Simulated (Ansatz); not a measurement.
Input and output for `[F][GeH]1[BH][NH]1`.

```yaml
crystal:
  periodic: [false, false, false]
  atoms:
    - {symbol: F, position_ang: [-1.609066, -1.555397, -0.567371]}
    - {symbol: Ge, position_ang: [-0.945908, 0.052567, -0.399091]}
    - {symbol: B, position_ang: [0.398439, 0.413001, 1.048193]}
    - {symbol: N, position_ang: [0.930720, -0.075225, -0.105321]}
    - {symbol: H, position_ang: [-1.259406, 0.702273, -1.751977]}
    - {symbol: H, position_ang: [0.695394, 0.745507, 2.147871]}
    - {symbol: H, position_ang: [1.851028, -0.350726, -0.417906]}
basis:
  gaussian: {orbitals: def2-SVPD, fitting: {mean_field: def2-universal-jkfit}, nuclear_model: gaussian}
total_charge: 1
magnetization: {spin_polarized: true, initial_magnetization: 1}
hamiltonian: {xc: {name: revPBE0}}
accuracy: high
output: {forces: true}
```

```sh
$ ansatz run in.yaml --threads 2 --pin off --events-out ev --progress --plain --max-ram 4352MiB
```

It prints (some lines left out):

```
Functional definition: revPBE0
549 factors; integrals over basis functions are off by at most 3.5e-1 eV
mean field evaluation 1: about -61408.2174 eV, gradient 6.5e1 eV
mean field evaluation 2: about -61333.1867 eV, gradient 1.5e2 eV
mean field evaluation 4: about -61423.1174 eV, gradient 1.7e1 eV
mean field evaluation 8: about -61424.2214 eV, gradient 1.8e-1 eV
mean field evaluation 16: about -61424.2220 eV, gradient 3.9e-4 eV
mean field -61424.22200132 eV, -2257.2985237153 hartree, gradient 5.2e-8 eV, S^2 0.752959; 0 other end points of the search recorded, 0 dependent functions left out
reference -61424.22200675 eV, -2257.2985239149 hartree; 28, 27 occupied and 97, 98 virtual orbitals, 549 factors
Total energy: -61424.22200675 eV, -2257.2985239149 hartree
Atom 0 at    -1.609066    -1.555397    -0.567371 Å, force     0.212351     0.735883     0.571133 eV/Å
Atom 1 at    -0.945908     0.052567    -0.399091 Å, force    -1.522103    -1.762656    -3.421121 eV/Å
Atom 2 at     0.398439     0.413001     1.048193 Å, force     3.698932    -0.712409    -0.282427 eV/Å
Atom 3 at     0.930720    -0.075225    -0.105321 Å, force    -1.638438     1.421144     3.071495 eV/Å
Atom 4 at    -1.259406     0.702273    -1.751977 Å, force    -0.333907     0.439708     0.362358 eV/Å
Atom 5 at     0.695394     0.745507     2.147871 Å, force    -0.686341     0.296941     0.444772 eV/Å
Atom 6 at     1.851028    -0.350726    -0.417906 Å, force     0.269505    -0.418611    -0.746209 eV/Å
Dipole moment:     0.638544     0.677562     0.301998 e Å
```

Run time 4.2 s (2 threads of an Intel Xeon 6975P-C on a shared host); peak host memory 0.33 GiB.
